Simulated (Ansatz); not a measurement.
`[CH3][GeH]([F])[CH]=O` and `[CH3][GeH]([F])[SH]` differ in one atom or group.

Ansatz, PBE0-D4/def2-TZVP geometries, multiplicity 1. Each molecule was computed in one conformer, which needn't be the lowest.

Scalar relativity is left out up to krypton.

| property | `[CH3][GeH]([F])[CH]=O` |
| --- | --- |
| HOMO–LUMO gap (PBE0/def2-TZVPP) / eV | 5.45 |
| HOMO–LUMO gap (PBE/def2-TZVPP) / eV | 2.87 |
| size of the dipole moment (B3LYP/def2-TZVPP) / D | 1.21 |
| HOMO energy (PBE/def2-TZVPP) / eV | -5.76 |
| HOMO energy (PBE0/def2-TZVPP) / eV | -7.20 |
| size of the dipole moment (ωB97M-V/def2-TZVPP) / D | 1.21 |

(1) Give the same properties after the change, and the shifts. (Best estimate.)

Answers

(1) Computed: 
| property | `[CH3][GeH]([F])[SH]` | shift |
| --- | --- | --- |
| HOMO–LUMO gap (PBE0/def2-TZVPP) / eV | 7.99 | 2.54 |
| HOMO–LUMO gap (PBE/def2-TZVPP) / eV | 5.72 | 2.85 |
| size of the dipole moment (B3LYP/def2-TZVPP) / D | 2.62 | 1.41 |
| HOMO energy (PBE/def2-TZVPP) / eV | -6.46 | -0.70 |
| HOMO energy (PBE0/def2-TZVPP) / eV | -7.73 | -0.53 |
| size of the dipole moment (ωB97M-V/def2-TZVPP) / D | 2.61 | 1.40 |

With PBE0 the HOMO falls by 0.53 eV and the LUMO rises by 2.01 eV, so the gap widens by about 2.54 eV. PBE moves the HOMO by -0.70 eV and ωB97M-V by -0.49 eV. Dipoles are sizes alone; their direction can turn.

B3LYP here is the variant with VWN-RPA as its local correlation; programs differ in this.
